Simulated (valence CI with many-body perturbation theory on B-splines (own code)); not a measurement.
## E1 transitions of Er XX

Method: valence CI with perturbative core correlation (CI+MBPT): three valence electrons over a frozen Dirac-Fock core [Kr] 4d10, radial functions for each j: 7 s, 7 p, 7 d, 7 f, 4 g, 2 h, with the one-electron correlation potential Σ1, the two-electron term Σ2, the three-electron term Σ3, Breit, model QED; selected CI, second order for the rest, scaled by the run's own slope (own B-spline code, finite nucleus).

No measured spectrum was set against this ion. As an estimate, terms of the open shell hold to a few per cent of their energy, and close levels can change places. The list stops below the first excitations out of the core.

Lines 201 to 250 of 559 in falling wavelength, among levels below 1077400 cm⁻¹, chosen from the strongest by gf and those to the six lowest levels. Wavelengths and rates use the calculated energies, so an error of 2000 cm⁻¹ moves a line at 293.4 Å by 0.59 % and its rate by three times that or more. Electric multipoles are in the length gauge, E1 and E2 with the static RPA response of the core. Weak lines are less certain than strong ones. Lines between different terms over intervals too small for the method are left out, as are lines whose strength nearly cancels. Where a level lies close to another of its J and parity, the split of strength between their lines is uncertain.

Levels are named by their leading jj configuration (3d3/2^4 stands for four electrons in 3d with j = 3/2), which in mixed levels can hold well under half, so a name can repeat and another be missing. Letters in brackets count levels of one name in rising energy.

```tsv
λ vac (Å)	Upper	Lower	A (s⁻¹)	S (a.u.)
293.4	(4f5/2^2 5s) J=9/2	(4f5/2^2 4f7/2) J=11/2 [a]	1.99e+04	2.48e-06
293.2	(4f5/2 4f7/2 5p3/2) J=7/2 [c]	(4f7/2^2 5s) J=5/2	3.65e+07	3.63e-03
293.1	(4f5/2^2 5p3/2) J=9/2	(4f7/2^2 5s) J=9/2	5.31e+07	6.60e-03
292.6	(4f5/2 4f7/2 5s) J=11/2 [a]	(4f5/2 4f7/2^2) J=13/2 [a]	2.68e+04	3.97e-06
292.5	(4f5/2^2 5p3/2) J=3/2	(4f5/2^2 5s) J=1/2	3.67e+08	1.81e-02
292.4	(4f5/2^2 5p3/2) J=5/2 [b]	(4f5/2 4f7/2 5s) J=3/2 [b]	5.02e+08	3.72e-02
291.4	(4f7/2^2 5s) J=13/2	(4f5/2 4f7/2^2) J=15/2 [a]	2.81e+04	4.81e-06
291.3	(4f5/2 4f7/2 5p3/2) J=5/2 [a]	(4f7/2^2 5s) J=5/2	7.47e+07	5.47e-03
290.2	(4f5/2^2 5p3/2) J=1/2	(4f5/2^2 5s) J=1/2	2.35e+08	5.67e-03
289.4	(4f5/2 4f7/2 5s) J=7/2 [b]	(4f5/2^2 4f7/2) J=9/2	1.30e+05	1.25e-05
289.0	(4f5/2^2 5s) J=7/2	(4f5/2^3) J=9/2	3.49e+04	3.33e-06
287.5	(4f5/2 4f7/2 5p3/2) J=5/2 [b]	(4f7/2^2 5s) J=5/2	2.34e+08	1.64e-02
287.4	(4f5/2^2 5p3/2) J=1/2	(4f5/2 4f7/2 5s) J=3/2 [a]	2.13e+08	4.99e-03
287.1	(4f5/2 4f7/2 5p3/2) J=9/2 [a]	(4f7/2^2 5s) J=7/2	4.80e+08	5.61e-02
287.0	(4f5/2^2 5p3/2) J=11/2	(4f7/2^2 5s) J=9/2	6.79e+07	9.50e-03
286.7	(4f5/2 4f7/2 5p3/2) J=3/2 [a]	(4f5/2 4f7/2 5s) J=3/2 [b]	1.11e+09	5.16e-02
286.3	(4f5/2 4f7/2 5s) J=5/2 [a]	(4f5/2^3) J=3/2	1.06e+04	7.36e-07
286.1	(4f5/2 4f7/2 5p3/2) J=7/2 [d]	(4f7/2^2 5s) J=5/2	4.54e+08	4.20e-02
286.0	(4f7/2^2 5s) J=11/2	(4f5/2^2 4f7/2) J=9/2	3.03e+03	4.20e-07
285.8	(4f7/2^2 5p3/2) J=13/2	(4f5/2 4f7/2 5s) J=11/2 [b]	1.31e+08	2.12e-02
285.7	(4f7/2^2 5p3/2) J=5/2 [a]	(4f7/2^2 5s) J=3/2	1.53e+08	1.06e-02
285.5	(4f5/2^2 5s) J=9/2	(4f5/2^3) J=9/2	1.14e+04	1.30e-06
285.2	(4f5/2^2 5p3/2) J=7/2	(4f5/2 4f7/2 5s) J=5/2 [a]	1.28e+09	1.17e-01
285.2	(4f5/2 4f7/2 5s) J=11/2 [a]	(4f5/2^2 4f7/2) J=11/2 [a]	8.00e+03	1.10e-06
284.7	(4f5/2^2 5p3/2) J=7/2	(4f5/2 4f7/2 5s) J=7/2 [b]	2.62e+08	2.39e-02
284.5	(4f5/2^2 5p3/2) J=5/2 [b]	(4f5/2 4f7/2 5s) J=5/2 [b]	1.05e+08	7.15e-03
284.5	(4f7/2^2 5s) J=13/2	(4f5/2 4f7/2^2) J=13/2 [a]	4.00e+03	6.36e-07
284.4	(4f5/2^2 5p3/2) J=9/2	(4f5/2 4f7/2 5s) J=7/2 [b]	9.23e+07	1.05e-02
283.7	(4f5/2 4f7/2 5p3/2) J=7/2 [a]	(4f5/2 4f7/2 5s) J=5/2 [b]	7.08e+08	6.38e-02
283.0	(4f5/2 4f7/2 5p3/2) J=11/2 [c]	(4f5/2 4f7/2 5s) J=13/2	3.41e+07	4.58e-03
282.7	(4f5/2 4f7/2 5p3/2) J=3/2 [a]	(4f5/2^2 5s) J=1/2	7.14e+07	3.18e-03
282.6	(4f5/2 4f7/2 5p3/2) J=9/2 [a]	(4f7/2^2 5s) J=9/2	3.54e+08	3.95e-02
282.5	(4f5/2 4f7/2 5p3/2) J=7/2 [b]	(4f5/2 4f7/2 5s) J=5/2 [b]	3.28e+08	2.92e-02
281.9	(4f5/2^2 5p3/2) J=11/2	(4f7/2^2 5s) J=11/2	2.65e+08	3.52e-02
281.8	(4f7/2^2 5p3/2) J=9/2 [a]	(4f5/2 4f7/2 5s) J=11/2 [b]	2.30e+08	2.55e-02
281.7	(4f5/2 4f7/2 5p3/2) J=1/2 [a]	(4f7/2^2 5s) J=3/2	2.96e+09	6.54e-02
281.1	(4f5/2 4f7/2 5s) J=9/2 [a]	(4f5/2^2 4f7/2) J=11/2 [a]	1.69e+04	1.85e-06
281.0	(4f7/2^2 5s) J=9/2	(4f5/2^2 4f7/2) J=9/2	3.10e+03	3.40e-07
280.8	(4f5/2^2 5p3/2) J=7/2	(4f5/2 4f7/2 5s) J=9/2 [b]	8.86e+07	7.74e-03
280.8	(4f5/2 4f7/2 5p3/2) J=5/2 [b]	(4f5/2 4f7/2 5s) J=3/2 [b]	6.17e+08	4.04e-02
280.6	(4f5/2^2 5p3/2) J=9/2	(4f5/2 4f7/2 5s) J=9/2 [b]	6.53e+08	7.12e-02
280.6	(4f5/2 4f7/2 5p3/2) J=3/2 [b]	(4f7/2^2 5s) J=3/2	2.22e+08	9.70e-03
280.4	(4f5/2^2 5p3/2) J=5/2 [b]	(4f7/2^2 5s) J=7/2	2.57e+08	1.68e-02
279.6	(4f5/2 4f7/2 5p3/2) J=7/2 [a]	(4f7/2^2 5s) J=7/2	5.71e+07	4.92e-03
279.0	(4f7/2^2 5p3/2) J=5/2 [a]	(4f7/2^2 5s) J=5/2	2.01e+09	1.29e-01
278.9	(4f5/2^2 5p3/2) J=9/2	(4f5/2 4f7/2 5s) J=7/2 [a]	1.47e+08	1.58e-02
278.8	(4f5/2 4f7/2 5p3/2) J=11/2 [a]	(4f7/2^2 5s) J=9/2	4.34e+07	5.57e-03
278.6	(4f5/2 4f7/2 5p3/2) J=7/2 [c]	(4f5/2 4f7/2 5s) J=5/2 [b]	2.44e+09	2.08e-01
277.8	(4f5/2 4f7/2 5s) J=11/2 [a]	(4f5/2^3) J=9/2	6.36e+01	8.08e-09
277.7	(4f5/2 4f7/2 5p3/2) J=9/2 [a]	(4f7/2^2 5s) J=11/2	8.76e+08	9.25e-02
```
